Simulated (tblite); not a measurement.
Compound: C₇H₈F₂O.
SMILES with atom numbers: `[CH2:1]=[CH:2][C@@:3]1([C:4](=[O:5])[F:6])[CH2:7][CH2:8][C@@H:9]1[F:10]` (hydrogens: H11, H12 on C1; H13 on C2; H14, H15 on C7; H16, H17 on C8; H18 on C9)

Computed with GFN2-xTB (tblite), gas phase: L-BFGS steps from a force-field or distance-geometry start until the largest atomic force falls under 0.01 eV/Å.

Step 24: E = -885.8386 eV
```
atom  x, y, z in Å  |  force x, y, z in eV/Å
C1      2.4989   -0.5698   -0.0842    0.083  -0.057   0.005
C2      1.4084   -0.1900   -0.7271    0.003  -0.023  -0.034
C3      0.0964    0.1861   -0.0827    0.032  -0.004  -0.021
C4      0.3528    1.2805    0.9209    0.174  -0.081   0.004
O5      0.0232    2.4116    0.8855   -0.192   0.174  -0.128
F6      1.1200    0.8651    1.9526    0.030  -0.092   0.114
C7     -1.0994    0.5567   -0.9844   -0.086  -0.053  -0.025
C8     -2.0314   -0.2309   -0.0482    0.057  -0.018   0.000
C9     -0.7980   -0.9415    0.5157   -0.001   0.019   0.052
F10    -0.7439   -1.0959    1.8684   -0.068   0.004   0.096
H11     2.5632   -0.6622    0.9890   -0.051   0.004  -0.114
H12     3.3982   -0.8034   -0.6341   -0.078  -0.033   0.067
H13     1.4325   -0.1331   -1.8101   -0.160   0.076   0.093
H14    -1.0127    0.1068   -1.9705   -0.018  -0.038  -0.008
H15    -1.3189    1.6135   -1.0896    0.093   0.110   0.047
H16    -2.7878   -0.8610   -0.5085    0.012  -0.006   0.010
H17    -2.4919    0.4056    0.7090    0.041  -0.054  -0.087
H18    -0.6184   -1.9319    0.0867    0.128   0.071  -0.072
```

Step 25: E = -885.8451 eV
```
atom  x, y, z in Å  |  force x, y, z in eV/Å
C1      2.4982   -0.5732   -0.0909    0.050  -0.052  -0.019
C2      1.4062   -0.1904   -0.7299   -0.027   0.007  -0.008
C3      0.0983    0.1856   -0.0769   -0.014  -0.022  -0.019
C4      0.3573    1.2797    0.9251    0.205  -0.061  -0.063
O5      0.0332    2.4122    0.8792   -0.161   0.156  -0.051
F6      1.1250    0.8611    1.9559   -0.006  -0.038   0.101
C7     -1.0963    0.5543   -0.9803   -0.071  -0.005  -0.051
C8     -2.0319   -0.2390   -0.0521    0.048   0.027  -0.057
C9     -0.7970   -0.9368    0.5252   -0.067  -0.022   0.065
F10    -0.7601   -1.0761    1.8801   -0.035  -0.005   0.102
H11     2.5595   -0.6737    0.9825   -0.042   0.008  -0.141
H12     3.3974   -0.8012   -0.6425   -0.067  -0.042   0.065
H13     1.4144   -0.1182   -1.8132   -0.086   0.044   0.133
H14    -1.0038    0.1168   -1.9717   -0.025  -0.068   0.015
H15    -1.3120    1.6116   -1.0805    0.058   0.144   0.056
H16    -2.7783   -0.8723   -0.5261    0.042  -0.019   0.042
H17    -2.5114    0.3947    0.6970    0.080  -0.077  -0.100
H18    -0.6076   -1.9289    0.1075    0.118   0.025  -0.069
```

Step 26: E = -885.8509 eV
```
atom  x, y, z in Å  |  force x, y, z in eV/Å
C1      2.4969   -0.5769   -0.0979   -0.016  -0.033  -0.048
C2      1.4035   -0.1913   -0.7329   -0.054   0.027   0.031
C3      0.1004    0.1849   -0.0718   -0.048  -0.022   0.000
C4      0.3634    1.2802    0.9282    0.152  -0.024  -0.114
O5      0.0371    2.4125    0.8717   -0.080   0.080   0.035
F6      1.1276    0.8594    1.9621   -0.047   0.034   0.048
C7     -1.0936    0.5526   -0.9773   -0.013   0.051  -0.044
C8     -2.0305   -0.2454   -0.0555    0.038   0.045  -0.101
C9     -0.7963   -0.9336    0.5342   -0.090  -0.032   0.046
F10    -0.7735   -1.0612    1.8906   -0.011  -0.017   0.086
H11     2.5526   -0.6827    0.9741   -0.022   0.002  -0.100
H12     3.3960   -0.8005   -0.6477   -0.021  -0.058   0.030
H13     1.3955   -0.1056   -1.8144   -0.011   0.018   0.114
H14    -0.9949    0.1229   -1.9719   -0.037  -0.074   0.030
H15    -1.3032    1.6122   -1.0721    0.023   0.125   0.054
H16    -2.7687   -0.8805   -0.5394    0.047  -0.046   0.052
H17    -2.5241    0.3846    0.6865    0.087  -0.060  -0.076
H18    -0.5971   -1.9253    0.1219    0.103  -0.015  -0.044
```

Q: Estimate the geometry and energy of step 27. (The exact step hangs on the optimiser's Hessian estimate; all steps are aligned on step 26, rigid shifts and turns removed.)

A: E = -885.8549 eV, largest force 0.121 eV/Å
```
atom  x, y, z in Å  |  force x, y, z in eV/Å
C1      2.4951   -0.5803   -0.1051   -0.062  -0.017  -0.049
C2      1.3999   -0.1913   -0.7343   -0.052   0.023   0.051
C3      0.1006    0.1842   -0.0674   -0.052  -0.004   0.022
C4      0.3713    1.2813    0.9289    0.044   0.053  -0.099
O5      0.0415    2.4140    0.8672    0.015  -0.044   0.080
F6      1.1298    0.8580    1.9675   -0.070   0.088  -0.016
C7     -1.0919    0.5530   -0.9758    0.038   0.082  -0.024
C8     -2.0292   -0.2505   -0.0610    0.006   0.026  -0.085
C9     -0.7977   -0.9317    0.5427   -0.061  -0.041   0.027
F10    -0.7851   -1.0474    1.9022   -0.007  -0.023  -0.001
H11     2.5475   -0.6910    0.9651   -0.007  -0.007  -0.043
H12     3.3946   -0.8000   -0.6529    0.009  -0.067  -0.007
H13     1.3818   -0.0947   -1.8132    0.031   0.005   0.062
H14    -0.9876    0.1268   -1.9720   -0.046  -0.052   0.044
H15    -1.2969    1.6155   -1.0637    0.004   0.068   0.041
H16    -2.7597   -0.8898   -0.5514    0.054  -0.053   0.052
H17    -2.5350    0.3748    0.6760    0.083  -0.041  -0.060
H18    -0.5879   -1.9247    0.1354    0.074   0.006   0.006
```

The energy changes by -0.0041 eV. The first-order estimate −F·Δx gives -0.0059 eV and the mean of the old and new forces, exact on a quadratic surface, -0.0040 eV. The step makes an angle of 74° with the force vector and moves no atom by more than 0.021 Å.

Run on an Arm Neoverse V1 with one thread, on a shared host.
